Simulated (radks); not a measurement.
Spherical jellium clusters: N electrons in a uniform positive sphere of charge N and radius rs N^(1/3), rs = 5.22 bohr. Calculated with a radial shooting solver with Libxc functionals: non-relativistic Kohn-Sham, PBE, spin-polarised, spherical densities. Levels are named by radial order and angular momentum (1s, 1p, 1d, 2s, ...), and open shells are averaged over m.

N = 5, configuration 1s2 1p(up 3, down 0). This is the lowest configuration that the search found. Occupied levels:

level,occupation,eigenvalue (eV),<r> (bohr)
1s up,1,-3.3977,6.364
1s down,1,-2.8990,5.565
1p up,3,-2.5297,7.405

Energy (eV): total -8.51614, kinetic 5.9920, external -90.198, Hartree 44.704, exchange-correlation -14.742, background 45.728.
